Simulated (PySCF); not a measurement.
B3LYP has the VWN-RPA correlation part, as in Gaussian. 

## H₂BrSi, SMILES `[SiH2]Br` (charge 0, multiplicity 2)

Level of theory: B3LYP-D3(BJ)/def2-TZVP in PySCF.

```
Property                                        Result
-----------------------------  -----------------------
highest occupied spin orbital                 -6.29 eV
dipole moment                                   1.18 D
total energy                             -2864.9041 Ha
cost                           roughly 50 core-seconds
```

```xyz
4

Si    -0.2384     0.0082     0.4149
Br     1.9390    -0.0670    -0.0861
H     -0.8081     1.2509    -0.1642
H     -0.8925    -1.1921    -0.1646
```
Charge 0, spin multiplicity 2.
